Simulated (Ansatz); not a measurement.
Reaction (formal exchange of groups at the Si–O bond): `[F][Cd][O][SiH3]` + `C=C=CC` → `C=C=C[SiH3]` + `C[O][Cd][F]`

Calculated with Ansatz (gas phase, PBE0-D4/def2-TZVP geometries, no zero-point term in ΔE). CCSD(T)/CBS adds triple-zeta CCSD(T) − MP2 to the extrapolated MP2 energy (def2 sets, frozen cores). Functionals use def2-TZVPP. Elements past krypton have def2 core potentials. For Cd outer-core shells are correlated without core-valence functions, which leaves a few kJ/mol of doubt a bond. Each species was taken in one conformer, which may not be the lowest.

`[F][Cd][O][SiH3]`:

```xyz
7

F     3.566   -0.616   -1.583
Cd    1.840   -0.013   -0.986
O     0.108    0.679   -0.437
Si   -1.085    0.119    0.520
H    -0.630   -0.048    1.932
H    -1.587   -1.210    0.061
H    -2.211    1.089    0.494
```

`C=C=CC`:

```xyz
10

C    -1.377    0.789    1.372
C    -0.433    0.133    0.764
C     0.511   -0.521    0.152
C     0.871   -0.353   -1.292
H    -1.179    1.735    1.865
H    -2.394    0.410    1.408
H     1.084   -1.245    0.729
H     1.915   -0.041   -1.397
H     0.238    0.392   -1.772
H     0.762   -1.299   -1.830
```

`C=C=C[SiH3]`:

Cartesian coordinates in Å:
```
C 1.207 -1.825 0.182
C 0.416 -0.837 0.482
C -0.372 0.165 0.743
Si -0.800 1.426 -0.555
H 2.281 -1.741 0.311
H 0.813 -2.761 -0.198
H -0.784 0.256 1.748
H -0.364 2.782 -0.123
H -2.273 1.471 -0.765
H -0.125 1.065 -1.826
```

`C[O][Cd][F]`:

Cartesian coordinates in Å:
```
C 0.405 -0.172 1.030
O -0.488 -0.701 0.087
Cd -0.759 0.136 -1.657
F -1.121 0.858 -3.409
H 1.446 -0.149 0.676
H 0.140 0.843 1.357
H 0.378 -0.817 1.916
```

CCSD(T)/CBS gives +39.8 kcal/mol.

Another level gave +37.1 kcal/mol. Which?
A. BHLYP/def2-TZVPP
B. PBE-D4/def2-TZVPP
C. r2SCAN0-D4/def2-TZVPP
D. r2SCAN-D4/def2-TZVPP

D. r2SCAN-D4 37.1, BHLYP 40.4, r2SCAN0-D4 38.9, PBE-D4 34.1 kcal/mol.

Largest T1 diagnostic among the species: 0.018.

From BLYP to BHLYP (50 % exact exchange), in def2-TZVPP and without D4, ΔE moves by +5.1 kcal/mol. Leaving LDA and LC-ωPBE aside and taking each functional with its dispersion term where it has one, the values, not all of them listed here, spread over 6.6 kcal/mol, from revPBE-D4 to BHLYP-D4. LDA lies +0.7 kcal/mol from PBE without D4. At CCSD(T), def2-SVP lies −2.2 kcal/mol from the extrapolated value and def2-TZVPP −0.2 kcal/mol.
